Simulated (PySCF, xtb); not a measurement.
Si(H)(OH)2(SH) (H₄O₂SSi), SMILES O[SiH](O)S. Other conformers were not sampled.

Harmonic wavenumbers (cm⁻¹) from xtb 6.7.1 with GFN2-xTB at its own minimum, in rising order: 48, 148, 192, 223, 283, 310, 504, 665, 698, 715, 783, 817, 895, 961, 2349, 2503, 3672, 3695.

Task: What does TPSSh-D3(BJ)/def2-SVP (PySCF 2.14.0) give at its own minimum? (The exact figures need the calculation; the answer reports its results.)

Result: 145, 197, 226, 259, 313, 357, 498, 696, 777, 796, 823, 866, 914, 973, 2310, 2686, 3827, 3838. Paired by order, the mean absolute difference is 63 cm⁻¹ and the zero-point energies are 27.8 and 29.3 kcal/mol.
